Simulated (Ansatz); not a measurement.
Two members of one family ((XSi)4Y6), computed with Ansatz in the gas phase. The two geometries come from different levels. Binding counts from free atoms in the multiplicity of their measured ground term, without zero-point energy. The structures are stationary points that may keep the symmetry of their start.

First: (MeSi)4O6 adamantane (singlet, charge 0, r2SCAN-D4/def2-SVP geometry).

```
atom   x (Å)   y (Å)   z (Å)
 Si1   0.709  -0.696  -1.446
  C2   1.448  -1.421  -2.957
  O3  -0.107  -1.818  -0.501
 Si4  -0.824  -1.254   0.908
  C5  -1.684  -2.564   1.858
  O6  -1.839  -0.009   0.425
 Si7  -1.149   1.245  -0.452
  C8  -2.351   2.546  -0.926
  O9  -0.412   0.512  -1.770
 O10   0.107   1.817   0.501
Si11   1.264   0.704   0.990
 C12   2.587   1.440   2.025
 O13   1.839   0.009  -0.425
 O14   0.412  -0.512   1.770
 H15   1.972  -0.648  -3.539
 H16   0.667  -1.867  -3.592
 H17   2.171  -2.208  -2.691
 H18  -0.968  -3.332   2.188
 H19  -2.453  -3.047   1.237
 H20  -2.173  -2.136   2.747
 H21  -3.143   2.124  -1.562
 H22  -1.847   3.351  -1.482
 H23  -2.818   2.982  -0.029
 H24   3.117   2.227   1.468
 H25   3.316   0.670   2.321
 H26   2.159   1.885   2.936
```

```
              level  HOMO (eV)  LUMO (eV)  gap (eV)  binding per atom (eV)
    PBE-D4/def2-SVP      -6.92       0.48      7.40                   4.76
   PBE-D4/def2-TZVP      -7.09      -0.07      7.02                   4.79
r2SCAN-D4/def2-TZVP      -7.50       0.60      8.10                   4.75
   PBE0-D4/def2-SVP      -8.74       1.35     10.09                   4.67
  PBE0-D4/def2-TZVP      -8.80       0.75      9.54                   4.71
```

Second: (FSi)4CH26 adamantane (singlet, charge 0, PBE0-D4/def2-SVP geometry).

Cartesian coordinates in Å:
```
Si 0.194 -1.281 1.360
F 0.362 -2.394 2.541
C 1.498 0.047 1.549
Si 1.314 1.327 0.198
F 2.456 2.482 0.370
C 1.500 0.495 -1.467
Si 0.195 -0.830 -1.674
F 0.365 -1.551 -3.128
C 0.387 -2.098 -0.312
C -1.499 -0.047 -1.549
Si -1.703 0.783 0.116
F -3.184 1.464 0.216
C -1.501 -0.495 1.466
C -0.387 2.098 0.312
H 2.504 -0.408 1.499
H 1.402 0.528 2.538
H 1.404 1.244 -2.272
H 2.506 0.046 -1.551
H -0.370 -2.892 -0.431
H 1.380 -2.575 -0.382
H -1.628 0.696 -2.355
H -2.278 -0.817 -1.681
H -1.631 -0.020 2.454
H -2.279 -1.270 1.368
H -0.504 2.865 -0.473
H -0.505 2.603 1.286
```

Task: Estimate how these quantities change from the first to the second (second minus first).

Result: 
```csv
level,Δ HOMO (eV),Δ LUMO (eV),Δ gap (eV),Δ binding per atom (eV)
PBE-D4/def2-SVP,-0.22,-1.77,-1.55,-0.19
PBE-D4/def2-TZVP,-0.18,-1.52,-1.34,-0.23
r2SCAN-D4/def2-TZVP,-0.07,-1.82,-1.75,-0.24
PBE0-D4/def2-SVP,0.13,-1.87,-1.99,-0.17
PBE0-D4/def2-TZVP,0.16,-1.47,-1.63,-0.21
```
